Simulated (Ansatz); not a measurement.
Job for Ansatz (an electronic-structure program): R-PBE0/def2-TZVPP on ClH2NSi (SMILES N[Si]Cl), a point of a torsion scan.

Ansatz 0.2 input:
```yaml
crystal:
  periodic: [false, false, false]
  atoms:
    - {symbol: N, position_ang: [-0.63620839, 0.00191875, -0.06489048]}
    - {symbol: Si, position_ang: [0.74317440, -0.91732746, 0.36523601]}
    - {symbol: Cl, position_ang: [2.14187159, 0.62953402, 0.37573355]}
    - {symbol: H, position_ang: [-0.75251156, 0.97759806, 0.17642354]}
    - {symbol: H, position_ang: [-1.52582434, -0.43913081, -0.23406950]}
basis:
  gaussian:
    orbitals: def2-TZVPP
hamiltonian:
  xc: {name: PBE0}
scf: {lower_state_search: off}
```

The head of its log:

```
WARN ansatz: RAYON_NUM_THREADS=1 ignored (pool sized by the plan → 1); use --threads N
Functional definition: PBE0
these checks for a lower state are left out or cut short: stability, starts, cluster_reference, orbital_swaps, neighbouring_geometries, increment
integrals: 0.06 GiB planned
889 factors; their error is unknown
mean field: 0.51 GiB planned
mean field evaluation 1: about -21909.6674 eV, gradient 6.0e1 eV
mean field evaluation 2: about -21889.5656 eV, gradient 1.0e2 eV
```

Task: Predict the final total energy.

Result: -805.4125 hartree.
